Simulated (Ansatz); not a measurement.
Abridged output of a molecular run in Ansatz:

```
Functional definition: HF
1554 factors; integrals over basis functions are off by at most 9.9e-4 eV
mean field evaluation 1: about -17984.1604 eV, gradient 4.9e1 eV
mean field evaluation 2: about -17984.3975 eV, gradient 5.0e1 eV
mean field evaluation 4: about -17989.3913 eV, gradient 4.3e0 eV
mean field evaluation 8: about -17989.4747 eV, gradient 4.6e-1 eV
mean field -17989.47578924 eV, -661.1010415498 hartree, gradient 3.2e-6 eV, S^2 0.000000; 0 other end points of the search recorded, 0 dependent functions left out
11 core orbitals not correlated: weight in the atoms' cores, before any rotation towards them, 1.000 or more for the frozen orbitals, at most 0.000 for the correlated occupied ones
reference -17989.47578924 eV, -661.1010415498 hartree; 18, 18 occupied and 209, 209 virtual orbitals, 1554 factors
second order -25.50356156 eV of doubles, -0.00000000 eV of singles
cycle   1  -25.35850223 eV  change    1.5e-1 eV  update   1.2e-1
cycle   2  -25.99186362 eV  change   -6.3e-1 eV  update   3.7e-2
cycle   3  -26.13992529 eV  change   -1.5e-1 eV  update   2.1e-2
cycle   4  -26.12679073 eV  change    1.3e-2 eV  update   5.8e-3
cycle   5  -26.12212443 eV  change    4.7e-3 eV  update   2.7e-3
cycle   6  -26.12333687 eV  change   -1.2e-3 eV  update   8.6e-4
cycle   7  -26.12294985 eV  change    3.9e-4 eV  update   3.3e-4
cycle   8  -26.12280966 eV  change    1.4e-4 eV  update   1.1e-4
cycle   9  -26.12286886 eV  change   -5.9e-5 eV  update   4.6e-5
cycle  10  -26.12287825 eV  change   -9.4e-6 eV  update   1.8e-5
perturbative correction -0.90729946 eV, -0.0333426401 hartree
Total energy: -18016.50596695 eV, -662.0943822589 hartree
```

Its atoms:

```xyz
10

N     1.880   -0.032   -0.704
Si    0.206   -0.430   -0.784
Sb   -0.690   -0.337    1.635
O    -2.467    0.345    1.070
H     2.169    0.871   -0.364
H     2.513   -0.377   -1.407
H     0.130   -1.809   -1.335
H    -0.656    0.451   -1.627
H     0.041    1.215    1.790
H    -3.125    0.103    1.726
```

(1) Which basis set was used?
A. def2-TZVPPD
B. cc-pV(Q+d)Z
C. def2-TZVPP
D. def2-SVP

(2) Write the keys of the input that set method, charge and spin (a neutral closed shell needs none for the last two).

Answers

(1) C. It gives 238 functions.

(2) 
```yaml
correlation: {method: ccsd_t}
```
